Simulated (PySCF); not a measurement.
Spin states of HgC

Unrestricted PBE0; PySCF, scalar-relativistic core potentials, basis sets Hg def2-SVPD with ECP60, C def2-SVPD. Outer shells of the fragments: Hg 5d10 6s2; C 2s2 2p2.

Followed along the bond (rough minima from three points):

```csv
2Ms+1,unpaired,⟨S²⟩ at the start,R at minimum (Å),Te (eV)
3,π ↑↑,2.03,2.19,0.00
1,π ↑↓,1.01,2.17,0.43
3,"σ ↑, π ↑",2.01,none in the scan,≤ 0.86
1,"σ ↓, π ↑",1.01,none in the scan,≤ 1.18
```

Solutions found at the starting distance of 2.085 Å, counted from the lowest of them; the search is not exhaustive and high or unbound solutions are not listed, so other states can lie among these:

| 2Ms+1 | unpaired | term | E (eV) | ⟨S²⟩ | ⟨Lz²⟩ | μ (D) |
| --- | --- | --- | --- | --- | --- | --- |
| 3 | π ↑↑ | ³Σ⁻ | 0.00 | 2.03 | 0.00 | -2.68 |
| 1 | π ↑↓ | mixed | 0.42 | 1.01 | 2.01 | -2.71 |
| 3 | σ ↑, π ↑ | ³Π | 1.23 | 2.01 | 1.00 | -0.18 |
| 1 | σ ↓, π ↑ | mixed | 1.47 | 1.01 | 1.00 | -0.27 |
| 1 | none | mixed | 1.73 | 0.00 | 2.00 | -2.69 |
| 3 | σ ↑↑, π ↑↓ | mixed | 3.13 | 3.01 | 2.01 | -2.09 |

A term symbol is given only where ⟨S²⟩ and ⟨Lz²⟩ are close to those of a pure state; real π, δ and φ orbitals otherwise mix terms. A positive dipole means Hg(−)C(+).

Spin–orbit coupling is left out. Counting both spins, an empty level lies below a filled one in some of these solutions, because spin and occupation are held.
